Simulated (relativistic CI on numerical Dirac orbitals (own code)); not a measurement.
Energy levels of Eu41+

These numbers are calculated, not measured: Dirac-Coulomb-Breit CI, KLI orbitals optimised for each configuration, model QED (radiative potential, 1s self-energy scaled to tabulated hydrogen-like ionisation energies), unscaled Slater integrals (own radial code, finite nucleus).

Configurations in the expansion (outside the closed core [Ne]): 3s2 3p6 3d4, 3s2 3p5 3d5, 3s 3p6 3d5, 3s2 3p6 3d3 4s, 3s2 3p6 3d3 4p, 3s2 3p6 3d3 4d, 3s2 3p5 3d4 4s, 3s2 3p6 3d3 4f, 3s 3p6 3d4 4s, 3p6 3d5 4p, 3p6 3d6, 3p5 3d7, 3p5 3d6 4s, 3p6 3d5 4s, 3p5 3d5 4s2, 3s2 3p6 3d2 4s2, 3s2 3p6 3d 4s2 4p, 3s2 3p6 3d 4s2 4d. Double excitations out of closed p, d and f shells are left out; levels of such configurations are missing from the list, as are those of other unlisted configurations, and high levels can miss mixing partners.

The lowest level is 3s2 3p6 3d4 3P_0, with 57 % of that term; Hund's rules for 3s2 3p6 3d4 give 5D with J = 0, of which the calculation keeps J, while another term leads.

```csv
No.,Configuration,Term,J,E (eV),%,Next component (%),Landé g
1,3s2 3p6 3d4,3P,0,0.000,57,32 5D,
2,3s2 3p6 3d4,5D,1,25.904,64,36 3P,1.493
3,3s2 3p6 3d4,3F,4,36.206,30,22 3H,1.090
4,3s2 3p6 3d4,5D,2,36.524,53,13 3F,1.285
5,3s2 3p6 3d4,5D,3,39.966,32,27 3F,1.187
6,3s2 3p6 3d4,5D,0,59.685,63,21 1S,
7,3s2 3p6 3d4,5D,4,61.750,41,40 3H,1.153
8,3s2 3p6 3d4,5D,2,62.030,36,27 3F,1.144
9,3s2 3p6 3d4,5D,3,63.740,44,41 3G,1.117
10,3s2 3p6 3d4,3H,5,67.125,69,31 3G,1.078
11,3s2 3p6 3d4,3H,6,69.541,52,48 1I,1.079
12,3s2 3p6 3d4,3P,1,70.362,47,34 3D,1.151
13,3s2 3p6 3d4,3G,4,73.929,59,36 1G,1.028
14,3s2 3p6 3d4,3F,3,74.587,43,30 3D,1.107
15,3s2 3p6 3d4,3D,2,75.510,37,30 3P,1.105
16,3s2 3p6 3d4,3F,2,85.928,44,30 3P,1.002
17,3s2 3p6 3d4,3F,4,88.726,58,20 5D,1.220
18,3s2 3p6 3d4,3F,3,97.717,46,22 5D,1.147
19,3s2 3p6 3d4,1G,4,98.016,31,26 3F,1.113
20,3s2 3p6 3d4,3P,2,99.321,47,28 1D,1.224
21,3s2 3p6 3d4,3G,5,101.932,69,31 3H,1.140
22,3s2 3p6 3d4,3D,1,102.149,60,25 3P,0.894
23,3s2 3p6 3d4,1I,6,102.688,52,48 3H,1.072
24,3s2 3p6 3d4,3P,0,106.288,58,41 1S,
25,3s2 3p6 3d4,3F,2,109.899,52,38 3P,1.039
26,3s2 3p6 3d4,1F,3,111.309,38,35 3D,1.088
27,3s2 3p6 3d4,1S,0,122.326,68,29 3P,
28,3s2 3p6 3d4,3F,3,123.473,67,30 1F,1.058
29,3s2 3p6 3d4,3P,1,124.198,92,6 3D,1.433
30,3s2 3p6 3d4,1G,4,124.647,73,20 3F,1.037
31,3s2 3p6 3d4,1D,2,128.056,65,25 3P,1.100
32,3s2 3p6 3d4,3F,4,137.960,49,21 1G,1.155
33,3s2 3p6 3d4,1D,2,149.044,47,22 3D,1.039
34,3s2 3p6 3d4,1S,0,171.658,59,40 3P,
35,3p5 3d5(4P),5D°,4,266.410,35,31 7P°,1.469
36,3p5 3d5(4P),3P°,2,274.011,24,19 5P°,1.381
37,3p5 3d5(4P),5P°,3,279.612,31,24 3D°,1.462
38,3p5 3d5(6S),7P°,4,291.393,39,15 3G°,1.360
39,3p5 3d5(2F),3F°,3,297.289,19,17 7P°,1.303
40,3p5 3d5(4D),5F°,5,300.342,36,32 5G°,1.268
41,3p5 3d5(4G),5G°,6,300.880,45,28 3H°,1.221
42,3p5 3d5(2F),3F°,2,301.439,25,21 5P°,1.107
43,3p5 3d5(4D),5P°,1,301.956,53,25 3P°,1.869
44,3p5 3d5(4P),5D°,3,305.357,33,22 5F°,1.294
45,3p5 3d5(2F),3F°,4,305.521,37,27 5G°,1.152
46,3p5 3d5(4G),5H°,7,305.895,49,38 3I°,1.187
47,3p5 3d5(2F),3D°,1,308.114,39,24 5F°,0.720
48,3p5 3d5(4P),5P°,2,311.714,22,21 5S°,1.570
49,3p5 3d5(4D),5F°,4,311.960,27,23 3F°,1.192
50,3p5 3d5(2F),3F°,3,312.729,33,15 3D°,1.203
51,3p5 3d5(2H),3H°,5,313.897,26,24 5G°,1.174
52,3p5 3d5(4G),3H°,6,314.776,43,21 5G°,1.163
53,3p5 3d5(2F),3F°,4,316.761,27,23 5F°,1.190
54,3p5 3d5(4P),3D°,2,318.592,31,23 3F°,1.119
55,3p5 3d5(4D),3D°,1,319.312,47,21 3P°,0.856
56,3p5 3d5(2F),3G°,5,319.411,40,22 3H°,1.120
57,3p5 3d5(2G),3F°,2,322.472,28,21 1D°,1.086
58,3p5 3d5(2D),3F°,4,325.596,27,22 5D°,1.308
59,3p5 3d5(4G),3G°,3,328.790,20,15 5F°,1.139
60,3p5 3d5(4D),5F°,5,328.901,36,16 5G°,1.208
61,3p5 3d5(2D),3D°,2,329.790,33,17 3P°,1.262
62,3p5 3d5(2G),3F°,2,332.623,24,18 5G°,1.046
63,3p5 3d5(4D),3P°,0,332.637,58,40 5D°,
64,3p5 3d5(2G),3H°,6,332.773,37,20 5G°,1.162
65,3p5 3d5(2D),3D°,1,333.327,28,25 3P°,1.209
66,3p5 3d5(2F),3G°,5,333.722,29,23 3H°,1.106
67,3p5 3d5(2D),3D°,3,334.415,33,20 5G°,1.238
68,3p5 3d5(4G),5H°,7,335.501,39,35 3K°,1.135
69,3p5 3d5(2D),3F°,3,336.780,40,15 1F°,1.127
70,3p5 3d5(4F),5D°,0,337.665,57,42 3P°,
```

Energies count from the lowest computed level; ° marks odd parity. Percentages are summed over parent terms; the parents shown are those of the largest component, closed shells are left out there.

The mean weight of the leading LS term, summed over parents, in these 70 levels is 44 %, and that of the leading jj configuration (from the same eigenvectors) 85 %, so jj coupling describes them better and the LS labels are nominal.

At this charge energies of transitions that change n are usually good to better than 1 %, and those within a shell (Δn = 0) to a few per cent.

LS names give the leading component of a level, which can be under half, so a name can repeat, a term be missing and a line seem to break the LS rules.
